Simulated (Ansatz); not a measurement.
Computed with Ansatz on PBE0-D4/def2-TZVP structures; ΔE is electronic, products minus reactants. CBS: MP2 limit from def2 TZ/QZ plus the TZ coupled-cluster correction, frozen cores. This one scheme is used for every species. DFT in def2-TZVPP. HSE06 is defined as in plane-wave codes. For Ge outer-core shells are correlated without core-valence functions, which leaves a few kJ/mol of doubt a bond. Scalar relativity is left out up to krypton.

Consider the silylene formation by 1,1-elimination: `C[Si](Cl)(Cl)[GeH3]` → `Cl[Si]Cl` + `[CH3][GeH3]`.

(1) Is it downhill or uphill in electronic energy at CCSD(T)/CBS, and by how much? (Best estimate.)

(2) What do these levels give: B97M-V, B2PLYP, PBE-QIDH, BLYP, HSE06, LC-ωPBE, RPA@PBE/def2-TZVPP, HF/def2-SVP, CCSD(T)/def2-SVP, MP2/def2-TZVPP, MP2/def2-QZVPP, MP2/CBS(def2)? (Best estimate.)

Largest T1 diagnostic among the species: 0.013.

Answers

(1) The calculation gave: Uphill: ΔE = +187.4 kJ/mol.

(2) Ansatz gave: B97M-V 185.9, B2PLYP 170.9, PBE-QIDH 202.6, BLYP 134.8, HSE06 186.8, LC-ωPBE 204.7, RPA@PBE/def2-TZVPP 161.7, HF/def2-SVP 166.8, CCSD(T)/def2-SVP 169.3, MP2/def2-TZVPP 195.1, MP2/def2-QZVPP 199.2, MP2/CBS(def2) 202.4 kJ/mol.

From BLYP to BHLYP (50 % exact exchange), in def2-TZVPP and without D4, ΔE moves by +39.1 kJ/mol. Leaving LDA and LC-ωPBE aside and taking each functional with its dispersion term where it has one, the values, not all of them listed here, spread over 45.6 kJ/mol, from BLYP-D4 to r2SCAN0-D4. LDA lies +35.3 kJ/mol from PBE without D4. In def2-TZVPP, CCSD(T) changes the Hartree–Fock value by +12.9 kJ/mol (the triples alone add +1.5 kJ/mol) and MP2 by +27.8 kJ/mol.
